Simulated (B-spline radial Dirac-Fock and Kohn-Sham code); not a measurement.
**Radiative decay of the L2 hole in La⁴⁺**

System: La⁴⁺, [Kr] 4d10 5s2 5p5.

Input of the calculation (task.json; shells as n, l, electrons):

```json
{"items": [{
  "Z": 57,
  "q": 4,
  "cfg": [[1, 0, 2], [2, 0, 2], [2, 1, 6], [3, 0, 2], [3, 1, 6], [3, 2, 10], [4, 0, 2], [4, 1, 6], [4, 2, 10], [5, 0, 2], [5, 1, 5]],
  "A": 139,
  "rrms": 4.855,
  "do": ["binding", "quiet", "decay"],
  "holes": ["K", "L1", "L2", "L3", "M1", "M2", "M3", "M4", "M5", "N1", "N2", "N3", "N4", "N5"]
}]}
```

Command: `python xray_run.py task.json out`

Model: one-electron (LDA, Dirac) transition rates at Dirac-Fock energies. Program: an atomic code on a B-spline grid.

```csv
line,multipole,energy (eV),width (meV),share (%)
L2-M1,E1,4523.4,8.12,2.18
L2-M3,E2,4764.6,0.145,0.0391
L2-M4,E1,5042.0,309,83.1
L2-N1,E1,5610.7,1.93,0.518
L2-N4,E1,5790.9,52.2,14.0
L2-O1,E1,5862.7,0.395,0.106
```

The listed lines hold 100.0 % of the radiative rate. The radiative width is 0.372 eV in the length form and 0.379 eV in the velocity form; the two differ because the transition energies are not eigenvalue differences of the potential that gave the orbitals.
